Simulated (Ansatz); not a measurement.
Start from `[SiH3]OC([SiH3])S` and change one atom or group to get `FC([SiH3])S`.

Ansatz, PBE0-D4/def2-TZVP geometries, multiplicity 1. Each molecule was computed in one conformer, which needn't be the lowest.

```json
{"property": "HOMO–LUMO gap (PBE/def2-TZVPP) / eV", "`[SiH3]OC([SiH3])S`": "5.04"}
{"property": "HOMO energy (ωB97M-V/def2-TZVPP) / eV", "`[SiH3]OC([SiH3])S`": "-9.57"}
{"property": "size of the dipole moment (PBE/def2-TZVPP) / D", "`[SiH3]OC([SiH3])S`": "0.27"}
{"property": "HOMO energy (B3LYP/def2-TZVPP) / eV", "`[SiH3]OC([SiH3])S`": "-7.13"}
{"property": "HOMO–LUMO gap (ωB97M-V/def2-TZVPP) / eV", "`[SiH3]OC([SiH3])S`": "11.08"}
{"property": "size of the dipole moment (B3LYP/def2-TZVPP) / D", "`[SiH3]OC([SiH3])S`": "0.29"}
```

Task: Give the same properties after the change, and the shifts. (An estimate is asked.)

Result: The calculation gave: 
| property | `FC([SiH3])S` | shift |
| --- | --- | --- |
| HOMO–LUMO gap (PBE/def2-TZVPP) / eV | 5.25 | 0.21 |
| HOMO energy (ωB97M-V/def2-TZVPP) / eV | -9.78 | -0.21 |
| size of the dipole moment (PBE/def2-TZVPP) / D | 1.30 | 1.03 |
| HOMO energy (B3LYP/def2-TZVPP) / eV | -7.33 | -0.20 |
| HOMO–LUMO gap (ωB97M-V/def2-TZVPP) / eV | 11.34 | 0.26 |
| size of the dipole moment (B3LYP/def2-TZVPP) / D | 1.47 | 1.18 |

Dipoles are sizes alone; their direction can turn.

B3LYP here is the variant with VWN-RPA as its local correlation; programs differ in this.
